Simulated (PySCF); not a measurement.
## Basis-set dependence of population analyses: `C#C[Si](N)(P)P`

Compound: C₂H₇NP₂Si.
Geometry (PBE0-D3(BJ)/def2-SVP, Å), atoms numbered from 1 in this order:
```
atom  x, y, z in Å
C1    -0.218    2.176    1.405
C2    -0.144    1.173    0.717
Si3   -0.030   -0.349   -0.318
N4    -1.156   -0.398   -1.628
P5     2.046   -0.537   -1.196
P6    -0.410   -2.181    0.953
H7    -0.279    3.061    2.014
H8    -2.147   -0.450   -1.416
H9    -0.998    0.195   -2.435
H10    2.662   -0.209    0.052
H11    2.065    0.822   -1.643
H12   -1.673   -1.684    1.408
H13    0.288   -1.636    2.076
```

PBE0 throughout (PySCF), one geometry, spherical d and f functions. The structure is a single PBE0-D3(BJ)/def2-SVP conformer in the gas phase; no vibrational or solvent corrections. Atoms taken as equivalent share a column and are averaged. The first 7 of 8 kinds of atom are listed.

Mulliken charges (e):

```csv
basis,functions,C1,C2,Si3,N4,P5/P6,H7,H8/H9
STO-3G,49,-0.155,-0.256,+0.569,-0.583,+0.148,+0.110,+0.170
6-31G,80,-0.355,-0.185,+0.689,-0.975,-0.062,+0.266,+0.344
pcSseg-0,80,-0.383,-0.398,+1.036,-1.015,-0.297,+0.287,+0.331
6-31G*,110,-0.226,-0.122,+0.496,-0.905,-0.187,+0.236,+0.359
cc-pVDZ,131,-0.193,+0.010,+0.312,-0.296,-0.119,+0.018,+0.115
def2-SVP,131,-0.255,+0.007,+0.387,-0.376,-0.092,+0.049,+0.144
aug-cc-pVDZ,213,+1.000,-0.456,+0.734,-0.370,-1.018,-0.491,-0.066
"6-311+G(2d,p)",228,-0.401,+0.107,+0.304,-0.688,-0.132,+0.159,+0.234
def2-TZVP,246,-0.208,-0.113,+0.380,-0.605,-0.242,+0.180,+0.243
cc-pVTZ,290,-0.131,-0.185,+0.350,-0.342,-0.153,+0.157,+0.142
IGLO-III,307,-0.257,-0.090,+0.639,-0.641,-0.033,+0.156,+0.199
```

IAO charges (e):

```json
{"basis": "STO-3G", "functions": "49", "C1": "-0.163", "C2": "-0.318", "Si3": "+0.685", "N4": "-0.678", "P5/P6": "+0.063", "H7": "+0.153", "H8/H9": "+0.195"}
{"basis": "6-31G", "functions": "80", "C1": "-0.179", "C2": "-0.342", "Si3": "+0.737", "N4": "-0.798", "P5/P6": "-0.116", "H7": "+0.204", "H8/H9": "+0.271"}
{"basis": "pcSseg-0", "functions": "80", "C1": "-0.167", "C2": "-0.350", "Si3": "+0.747", "N4": "-0.771", "P5/P6": "-0.145", "H7": "+0.196", "H8/H9": "+0.259"}
{"basis": "6-31G*", "functions": "110", "C1": "-0.178", "C2": "-0.365", "Si3": "+0.841", "N4": "-0.822", "P5/P6": "-0.098", "H7": "+0.198", "H8/H9": "+0.267"}
{"basis": "cc-pVDZ", "functions": "131", "C1": "-0.194", "C2": "-0.355", "Si3": "+0.839", "N4": "-0.816", "P5/P6": "-0.109", "H7": "+0.199", "H8/H9": "+0.265"}
{"basis": "def2-SVP", "functions": "131", "C1": "-0.185", "C2": "-0.356", "Si3": "+0.839", "N4": "-0.808", "P5/P6": "-0.102", "H7": "+0.194", "H8/H9": "+0.261"}
{"basis": "aug-cc-pVDZ", "functions": "213", "C1": "-0.202", "C2": "-0.355", "Si3": "+0.848", "N4": "-0.845", "P5/P6": "-0.115", "H7": "+0.204", "H8/H9": "+0.275"}
{"basis": "6-311+G(2d,p)", "functions": "228", "C1": "-0.201", "C2": "-0.363", "Si3": "+0.867", "N4": "-0.856", "P5/P6": "-0.104", "H7": "+0.205", "H8/H9": "+0.276"}
{"basis": "def2-TZVP", "functions": "246", "C1": "-0.200", "C2": "-0.366", "Si3": "+0.879", "N4": "-0.856", "P5/P6": "-0.106", "H7": "+0.205", "H8/H9": "+0.275"}
{"basis": "cc-pVTZ", "functions": "290", "C1": "-0.200", "C2": "-0.362", "Si3": "+0.871", "N4": "-0.850", "P5/P6": "-0.113", "H7": "+0.205", "H8/H9": "+0.274"}
{"basis": "IGLO-III", "functions": "307", "C1": "-0.203", "C2": "-0.364", "Si3": "+0.872", "N4": "-0.859", "P5/P6": "-0.103", "H7": "+0.205", "H8/H9": "+0.276"}
```

Q: Which scheme is steadiest as the basis changes?

A: Largest range over the bases for any column: IAO 0.21 e, Mulliken 1.40 e. IAO charges move least and Mulliken charges most, counted in e. Without the minimal STO-3G basis the ranges are IAO 0.14, Mulliken 1.40 e.

Q: How much do the charges still move between the two largest bases, cc-pVTZ and IGLO-III?

A: At most, over all atoms: Mulliken 0.299 e, IAO 0.010 e.

Q: What do the same runs give for the total energy, the frontier levels and the dipole moment?

A: 
```json
{"basis": "STO-3G", "energy (Eh)": "-1094.0609", "HOMO (eV)": "-3.95", "LUMO (eV)": "4.43", "μ (D)": "1.54"}
{"basis": "6-31G", "energy (Eh)": "-1106.6046", "HOMO (eV)": "-7.20", "LUMO (eV)": "-0.17", "μ (D)": "3.98"}
{"basis": "pcSseg-0", "energy (Eh)": "-1105.3390", "HOMO (eV)": "-7.39", "LUMO (eV)": "-0.43", "μ (D)": "4.32"}
{"basis": "6-31G*", "energy (Eh)": "-1106.7373", "HOMO (eV)": "-7.11", "LUMO (eV)": "-0.15", "μ (D)": "3.14"}
{"basis": "cc-pVDZ", "energy (Eh)": "-1106.8107", "HOMO (eV)": "-7.13", "LUMO (eV)": "-0.14", "μ (D)": "2.55"}
{"basis": "def2-SVP", "energy (Eh)": "-1106.4040", "HOMO (eV)": "-7.19", "LUMO (eV)": "-0.21", "μ (D)": "2.75"}
{"basis": "aug-cc-pVDZ", "energy (Eh)": "-1106.8293", "HOMO (eV)": "-7.26", "LUMO (eV)": "-0.63", "μ (D)": "2.36"}
{"basis": "6-311+G(2d,p)", "energy (Eh)": "-1106.8824", "HOMO (eV)": "-7.27", "LUMO (eV)": "-0.64", "μ (D)": "2.40"}
{"basis": "def2-TZVP", "energy (Eh)": "-1106.8971", "HOMO (eV)": "-7.24", "LUMO (eV)": "-0.49", "μ (D)": "2.41"}
{"basis": "cc-pVTZ", "energy (Eh)": "-1106.9021", "HOMO (eV)": "-7.23", "LUMO (eV)": "-0.40", "μ (D)": "2.39"}
{"basis": "IGLO-III", "energy (Eh)": "-1106.8974", "HOMO (eV)": "-7.23", "LUMO (eV)": "-0.51", "μ (D)": "2.16"}
```

The dipole is fixed by the density alone, so its range of 2.78 D shows that the density itself changes with the basis, not only its division among atoms.
